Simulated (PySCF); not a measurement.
## `C=CC(=C)OCC` in a uniform electric field

Species: C6H10O.
Cartesian coordinates in Å at the GFN2-xTB level; atoms count from 1:
```
atom  x, y, z in Å
C1    -2.195    1.231    0.882
C2    -2.093    0.454   -0.188
C3    -0.864   -0.228   -0.593
C4    -0.830   -0.998   -1.685
O5     0.181    0.015    0.245
C6     1.423   -0.588   -0.042
C7     2.411   -0.161    1.032
H8    -1.350    1.404    1.526
H9    -3.121    1.714    1.145
H10   -2.942    0.280   -0.834
H11   -1.715   -1.121   -2.280
H12    0.047   -1.518   -2.023
H13    1.317   -1.683   -0.049
H14    1.776   -0.268   -1.033
H15    2.511    0.921    1.035
H16    2.056   -0.479    2.009
H17    3.381   -0.610    0.842
```

Level: PBE0/def2-SVPD (PySCF); nuclei fixed, core orbitals frozen in the response. Permanent dipole (0.912, -0.450, -0.221) D (1 au = 2.5417 D). Static polarisability (au):

```
x   85.52 -9.41 -0.06
y   -9.41 73.90 20.33
z   -0.06 20.33 85.92
```

Only the terms in μ and α are kept: μ(F) = μ + αF and ΔE = −μ·F − ½ F·αF.

(1) What do fields of 0.257 V/Å (0.005 au) along the six axis directions do?

(2) For the field (0.0040, 0.0000, 0.0005) au, what is the induced dipole, and what angle does it make with the field?

(3) Which field along μ doubles the dipole in that direction (linear response)?

(4) What field makes μF equal to kT at 400 K?

(5) A unit point charge sits 15 Å away. Estimate the induction energy −αe²/2R⁴ with the mean polarisability, treating the molecule as a point.

## Answers

(1) 
```tsv
field along	induced x (D)	induced y (D)	induced z (D)	total size (D)	−μ·F (kJ/mol)	−½F·αF (kJ/mol)
+x	1.087	-0.120	-0.001	2.090	-4.710	-2.807
−x	-1.087	0.120	0.001	0.434	+4.710	-2.807
+y	-0.120	0.939	0.258	0.932	+2.324	-2.425
−y	0.120	-0.939	-0.258	1.795	-2.324	-2.425
+z	-0.001	0.258	1.092	1.275	+1.141	-2.820
−z	0.001	-0.258	-1.092	1.749	-1.141	-2.820
```

(2) αF = (0.869, -0.070, 0.109) D, at 4.6° to the field. The polarisability along this direction, F·αF/F², is 85.51 au, against a mean of 81.78 au.

(3) The polarisability along the dipole is 94.25 au, so F = 0.4094 au / 94.25 au = 0.0043 au = 0.22 V/Å; higher-order terms are ignored.

(4) kT = 1.2667 × 10⁻³ Eh, so F = 0.00309 au = 15.9 MV/cm.

(5) R = 28.35 bohr, so the energy is −81.8/(2 × 28.35⁴) Eh = -0.166 kJ/mol. The charge–dipole term at its most favourable orientation, −μe/R², is -1.34 kJ/mol.

Isolated species at its GFN2-xTB geometry (one conformer only).

These values come from a run that also computed excited states. Time: 22 s of wall time; peak memory 0.87 GiB. Hardware: one thread, Intel Xeon 6975P-C (x86_64), no GPU (shared host).
